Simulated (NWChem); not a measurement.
System: CH₅BO₂; SMILES OB(O)C

The following NWChem deck was run.

```
start job
memory heap 200 mb stack 900 mb global 1100 mb
geometry units angstroms
  B      0.019675     0.021826    -0.000707
  C     -1.234765    -0.977350    -0.095347
  H     -0.958096    -1.904125    -0.594089
  H     -2.082841    -0.546051    -0.621624
  H     -1.592479    -1.248109     0.896001
  O      0.019202     1.259108    -0.546215
  H     -0.780603     1.516732    -1.000397
  O      1.161235    -0.326606     0.638055
  H      1.170367    -1.199327     1.026429
end
basis spherical
  * library 6-31g*
end
dft
  xc b3lyp
  iterations 150
end
driver
  maxiter 120
end
task dft optimize
task dft freq
```

Output (shortened):

```
             Northwest Computational Chemistry Package (NWChem) 7.3.0
             --------------------------------------------------------

 C1  symmetry detected

                             Geometry "geometry" -> ""
                             -------------------------

 Output coordinates in angstroms (scale by  1.889725989 to convert to a.u.)

  No.       Tag          Charge          X              Y              Z
 ---- ---------------- ---------- -------------- -------------- --------------
    1 B                    5.0000    -0.00102855     0.11334752    -0.00016185
    2 C                    6.0000    -0.06664231    -1.49183822    -0.00180799
    3 H                    1.0000     0.43616611    -1.90157298    -0.87559420
    4 H                    1.0000    -1.08376090    -1.87560694     0.01845398
    5 H                    1.0000     0.43534750    -1.90289400     0.87173650
    6 O                    8.0000    -1.10366827     0.89605525    -0.00058983
    7 H                    1.0000    -1.94231563     0.43888008    -0.00154807
    8 O                    8.0000     1.17828132     0.77803463     0.00034927
    9 H                    1.0000     1.96265516     0.23276649     0.00053348

 Effective nuclear repulsion energy (a.u.)     114.7623178527

                                Z-matrix (autoz)
                                --------

 Units are Angstrom for bonds and degrees for angles

[...]

      ----------------------
      Optimization converged
      ----------------------

  Step       Energy      Delta E   Gmax     Grms     Xrms     Xmax
  ---- ---------------- -------- -------- -------- -------- --------
@    6    -216.51658980 -3.1D-08  0.00002  0.00001  0.00018  0.00044
                                     ok       ok       ok       ok

                                Z-matrix (autoz)
                                --------

 Units are Angstrom for bonds and degrees for angles

      Type          Name      I     J     K     L     M      Value     Gradient
      ----------- --------  ----- ----- ----- ----- ----- ---------- ----------
    1 Stretch                  1     2                       1.59226   -0.00002
    2 Stretch                  1     6                       1.36911   -0.00001
    3 Stretch                  1     8                       1.37106   -0.00002
    4 Stretch                  2     3                       1.09868    0.00000
    5 Stretch                  2     4                       1.09666    0.00002
    6 Stretch                  2     5                       1.09867    0.00001
    7 Stretch                  6     7                       0.96553   -0.00001
    8 Stretch                  8     9                       0.96597   -0.00000
    9 Bend                     1     2     3               111.03148    0.00001
   10 Bend                     1     2     4               113.99571    0.00001
   11 Bend                     1     2     5               111.05177    0.00000
   12 Bend                     1     6     7               111.72662    0.00000
   13 Bend                     1     8     9               111.88401    0.00000
   14 Bend                     2     1     6               123.48809   -0.00000
   15 Bend                     2     1     8               121.97769   -0.00001
   16 Bend                     3     2     4               106.99398   -0.00000
   17 Bend                     3     2     5               106.37954   -0.00000
   18 Bend                     4     2     5               106.98607   -0.00001
   19 Bend                     6     1     8               114.53422    0.00001
   20 Torsion                  2     1     6     7          -0.01497   -0.00001
   21 Torsion                  2     1     8     9          -0.03094    0.00000
   22 Torsion                  3     2     1     6         120.53466    0.00000
   23 Torsion                  3     2     1     8         -59.45256   -0.00000
   24 Torsion                  4     2     1     6          -0.38974   -0.00000
   25 Torsion                  4     2     1     8         179.62303   -0.00001
   26 Torsion                  5     2     1     6        -121.31901    0.00001
   27 Torsion                  5     2     1     8          58.69377    0.00000
   28 Torsion                  6     1     8     9         179.98078   -0.00000
   29 Torsion                  7     6     1     8         179.97312   -0.00000

[...]

 Rotational Constants
 --------------------
 A=   0.317033 cm-1  (  0.456129 K)
 B=   0.272981 cm-1  (  0.392750 K)
 C=   0.150773 cm-1  (  0.216924 K)

 Temperature                      =   298.15K
 frequency scaling parameter      =   1.0000

 Zero-Point correction to Energy  =   44.329 kcal/mol  (  0.070643 au)
 Thermal correction to Energy     =   47.089 kcal/mol  (  0.075041 au)
 Thermal correction to Enthalpy   =   47.681 kcal/mol  (  0.075985 au)

 Total Entropy                    =   67.121 cal/mol-K
   - Translational                =   38.180 cal/mol-K (mol. weight =  60.0383)
   - Rotational                   =   24.318 cal/mol-K (symmetry #  =        1)
   - Vibrational                  =    4.623 cal/mol-K

 Cv (constant volume heat capacity) =   15.415 cal/mol-K
   - Translational                  =    2.979 cal/mol-K
   - Rotational                     =    2.979 cal/mol-K
   - Vibrational                    =    9.456 cal/mol-K

[normal modes left out]

 ----------------------------------------------------------------------------
 Normal Eigenvalue ||           Projected Infra Red Intensities
  Mode   [cm**-1]  || [atomic units] [(debye/angs)**2] [(KM/mol)] [arbitrary]
 ------ ---------- || -------------- ----------------- ---------- -----------
    1       -1.764 ||    0.000037           0.001         0.036       0.007
    2       -0.000 ||    0.000828           0.019         0.807       0.160
    3        0.000 ||    0.000719           0.017         0.701       0.139
    4        0.000 ||    0.000845           0.019         0.823       0.163
    5        0.000 ||    0.000080           0.002         0.078       0.015
    6        0.000 ||    0.002037           0.047         1.986       0.394
    7        0.000 ||    0.003727           0.086         3.633       0.721
    8      342.760 ||    0.009594           0.221         9.353       1.857
    9      455.712 ||    0.001006           0.023         0.980       0.195
   10      478.328 ||    0.037304           0.861        36.366       7.221
   11      490.390 ||    0.003193           0.074         3.113       0.618
   12      578.581 ||    0.169364           3.907       165.105      32.784
   13      768.764 ||    0.000277           0.006         0.270       0.054
   14      872.382 ||    0.016722           0.386        16.301       3.237
   15      928.018 ||    0.048550           1.120        47.329       9.398
   16     1022.911 ||    0.041408           0.955        40.367       8.015
   17     1031.667 ||    0.279608           6.451       272.576      54.123
   18     1326.390 ||    0.148645           3.429       144.907      28.773
   19     1407.924 ||    0.235599           5.435       229.674      45.605
   20     1442.608 ||    0.235753           5.439       229.823      45.634
   21     1507.871 ||    0.003725           0.086         3.632       0.721
   22     1521.471 ||    0.017760           0.410        17.313       3.438
   23     3032.164 ||    0.003602           0.083         3.512       0.697
   24     3088.035 ||    0.018499           0.427        18.034       3.581
   25     3102.856 ||    0.031679           0.731        30.882       6.132
   26     3808.511 ||    0.052422           1.209        51.104      10.147
   27     3816.146 ||    0.031874           0.735        31.072       6.170
 ----------------------------------------------------------------------------

 ===============================================================================
      Negative Nuclear Hessian Mode    1  Eigenvalue =     -1.76 cm**(-1)
 -------------------------------------------------------------------------------
   Raw step length:  0.513 angstroms ;  The Raw step for this mode is:
    1 B                    5.0000    -0.00011901    -0.00000845    -0.01030192
    2 C                    6.0000     0.00007625     0.00000064    -0.00165568
    3 H                    1.0000     0.25479037    -0.03217775     0.16016826
    4 H                    1.0000    -0.00149889    -0.00077111    -0.27772993
    5 H                    1.0000    -0.25199713     0.03301137     0.16330729
    6 O                    8.0000    -0.00002677     0.00015705     0.02400413
    7 H                    1.0000    -0.00007051     0.00023452     0.02767289
    8 O                    8.0000    -0.00002156    -0.00015303    -0.01760433
    9 H                    1.0000    -0.00006464    -0.00027627    -0.04273721

  Geometry after  100.0% step for mode  1; Step length =  0.513 angstroms
   Maximum component (any atom: x,y, or z) displacement:  0.525
    1 B                    5.0000    -0.00305456     0.11632356    -0.00983670
    2 C                    6.0000    -0.06920379    -1.47454301     0.00105256
    3 H                    1.0000     0.68997116    -1.92364032    -0.71961308
    4 H                    1.0000    -1.09034875    -1.87914879    -0.26801668
    5 H                    1.0000     0.19445895    -1.85680208     1.04273800
    6 O                    8.0000    -1.11233466     0.91883478     0.02290571
    7 H                    1.0000    -1.92762538     0.40159507     0.02676928
    8 O                    8.0000     1.18929065     0.79318521    -0.01791258
    9 H                    1.0000     1.94494890     0.19138439    -0.04159170

  Geometry after -100.0% step for mode  1; Step length =  0.513 angstroms
   Maximum component (any atom: x,y, or z) displacement:  0.525
    1 B                    5.0000    -0.00281655     0.11634046     0.01076714
    2 C                    6.0000    -0.06935629    -1.47454430     0.00436392
    3 H                    1.0000     0.18039042    -1.85928483    -1.03994960
    4 H                    1.0000    -1.08735098    -1.87760656     0.28744319
    5 H                    1.0000     0.69845322    -1.92282482     0.71612342
    6 O                    8.0000    -1.11228111     0.91852068    -0.02510256
    7 H                    1.0000    -1.92748435     0.40112604    -0.02857651
    8 O                    8.0000     1.18933378     0.79349126     0.01729607
    9 H                    1.0000     1.94507818     0.19193692     0.04388272

  Geometry after   50.0% step for mode  1; Step length =  0.257 angstroms
   Maximum component (any atom: x,y, or z) displacement:  0.262
    1 B                    5.0000    -0.00299506     0.11632778    -0.00468574
    2 C                    6.0000    -0.06924191    -1.47454333     0.00188040
    3 H                    1.0000     0.56257597    -1.90755145    -0.79969721
    4 H                    1.0000    -1.08959931    -1.87876323    -0.12915171
    5 H                    1.0000     0.32045752    -1.87330776     0.96108435
    6 O                    8.0000    -1.11232127     0.91875625     0.01090364
    7 H                    1.0000    -1.92759012     0.40147781     0.01293283
    8 O                    8.0000     1.18930144     0.79326172    -0.00911041
    9 H                    1.0000     1.94498122     0.19152253    -0.02022310

  Geometry after  -50.0% step for mode  1; Step length =  0.257 angstroms
   Maximum component (any atom: x,y, or z) displacement:  0.262
    1 B                    5.0000    -0.00287605     0.11633623     0.00561618
    2 C                    6.0000    -0.06931817    -1.47454398     0.00353608
    3 H                    1.0000     0.30778560    -1.87537370    -0.95986547
    4 H                    1.0000    -1.08810042    -1.87799212     0.14857822
    5 H                    1.0000     0.57245465    -1.90631914     0.79777706
    6 O                    8.0000    -1.11229450     0.91859920    -0.01310049
    7 H                    1.0000    -1.92751961     0.40124330    -0.01474006
    8 O                    8.0000     1.18932300     0.79341475     0.00849391
    9 H                    1.0000     1.94504586     0.19179879     0.02251411

  Geometry after   38.1% step for mode  1; Step length =  0.196 angstroms
   Maximum component (any atom: x,y, or z) displacement:  0.200
    1 B                    5.0000    -0.00298090     0.11632879    -0.00346056
    2 C                    6.0000    -0.06925098    -1.47454341     0.00207730
    3 H                    1.0000     0.53227458    -1.90372466    -0.81874550
    4 H                    1.0000    -1.08942105    -1.87867153    -0.09612220
    5 H                    1.0000     0.35042671    -1.87723370     0.94166275
    6 O                    8.0000    -1.11231809     0.91873758     0.00804891
    7 H                    1.0000    -1.92758174     0.40144992     0.00964178
    8 O                    8.0000     1.18930400     0.79327992    -0.00701679
    9 H                    1.0000     1.94498891     0.19155538    -0.01514050

  Geometry after  -38.1% step for mode  1; Step length =  0.196 angstroms
   Maximum component (any atom: x,y, or z) displacement:  0.200
    1 B                    5.0000    -0.00289020     0.11633523     0.00439101
    2 C                    6.0000    -0.06930910    -1.47454390     0.00333917
    3 H                    1.0000     0.33808699    -1.87920050    -0.94081718
    4 H                    1.0000    -1.08827868    -1.87808383     0.11554870
    5 H                    1.0000     0.54248545    -1.90239320     0.81719867
    6 O                    8.0000    -1.11229768     0.91861788    -0.01024576
    7 H                    1.0000    -1.92752800     0.40127119    -0.01144901
    8 O                    8.0000     1.18932043     0.79339655     0.00640029
    9 H                    1.0000     1.94503817     0.19176594     0.01743152

  Geometry after   19.1% step for mode  1; Step length =  0.098 angstroms
   Maximum component (any atom: x,y, or z) displacement:  0.100
    1 B                    5.0000    -0.00295823     0.11633040    -0.00149767
    2 C                    6.0000    -0.06926551    -1.47454353     0.00239277
    3 H                    1.0000     0.48372769    -1.89759362    -0.84926342
    4 H                    1.0000    -1.08913546    -1.87852460    -0.04320447
    5 H                    1.0000     0.39844140    -1.88352357     0.91054673
    6 O                    8.0000    -1.11231298     0.91870765     0.00347524
    7 H                    1.0000    -1.92756830     0.40140524     0.00436908
    8 O                    8.0000     1.18930811     0.79330908    -0.00366252
    9 H                    1.0000     1.94500122     0.19160802    -0.00699750

  Geometry after  -19.1% step for mode  1; Step length =  0.098 angstroms
   Maximum component (any atom: x,y, or z) displacement:  0.100
    1 B                    5.0000    -0.00291288     0.11633362     0.00242811
    2 C                    6.0000    -0.06929457    -1.47454378     0.00302371
    3 H                    1.0000     0.38663389    -1.88533154    -0.91029926
    4 H                    1.0000    -1.08856427    -1.87823075     0.06263098
    5 H                    1.0000     0.49447077    -1.89610333     0.84831469
    6 O                    8.0000    -1.11230278     0.91864780    -0.00567209
    7 H                    1.0000    -1.92754143     0.40131587    -0.00617631
    8 O                    8.0000     1.18931632     0.79336739     0.00304602
    9 H                    1.0000     1.94502586     0.19171330     0.00928851
```

Level: B3LYP/6-31G* (spherical d).
